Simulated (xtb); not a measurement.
A run for xtb: GFN1-xTB on H3NOSn (SMILES [NH2][Sn][OH]), a point of a torsion scan.

```
$ xtb mol.xyz --gfn 1 --sp --chrg 0 --uhf 0
6

N     -1.17070894    -0.06462202     0.19764344
Sn     0.35733588    -1.24139155     0.86720780
O      1.77909287    -0.15361127    -0.15318220
H     -2.16340085    -0.11831449     0.37864050
H     -1.00689235     0.72101279    -0.41705672
H      2.71071852    -0.35716778    -0.13189423
```

The head of its log:

```
[...]
           -------------------------------------------------
          |                Calculation Setup                |
           -------------------------------------------------



           -------------------------------------------------
          |                 G F N 1 - x T B                 |
           -------------------------------------------------

        Reference                      10.1021/acs.jctc.7b00118
      * Hamiltonian:
        H0-scaling (s, p, d)           1.850000    2.250000    2.000000
        zeta-weighting                 0.000000
      * Dispersion:
        s8                             2.400000
        a1                             0.630000
        a2                             5.000000
        s9                             0.000000
      * Repulsion:
        kExp                           1.500000
        rExp                           1.000000
      * Coulomb:
        alpha                          2.000000
        third order                    atomic
        anisotropic                    false
      * Halogen bond correction:
        rad-scale                      1.300000
        damping                        0.440000


          ...................................................
          :                      SETUP                      :
          :.................................................:
          :  # basis functions                  24          :
          :  # atomic orbitals                  23          :
          :  # shells                           13          :
          :  # electrons                        18          :
          :  # halogen bonds                     0          :
          :  max. iterations                   250          :
          :  Hamiltonian                  GFN1-xTB          :
          :  restarted?                      false          :
          :  GBSA solvation                  false          :
          :  PC potential                    false          :
          :  electronic temp.          300.0000000     K    :
          :  accuracy                    1.0000000          :
          :  -> integral cutoff          0.2500000E+02      :
          :  -> integral neglect         0.1000000E-07      :
          :  -> SCF convergence          0.1000000E-05 Eh   :
          :  -> wf. convergence          0.2000000E-04 e    :
          :  Broyden damping             0.4000000          :
          :  net charge                          0          :
          :  unpaired electrons                  0          :
          ...................................................

 iter      E             dE          RMSdq      gap      omega  full diag
   1    -12.0778133 -0.120778E+02  0.547E+00    2.77       0.0  T
   2    -12.1040534 -0.262401E-01  0.415E+00    4.01       1.0  T
```

**Question.** Predict the final total energy.

**Answer.** -12.0462 hartree.
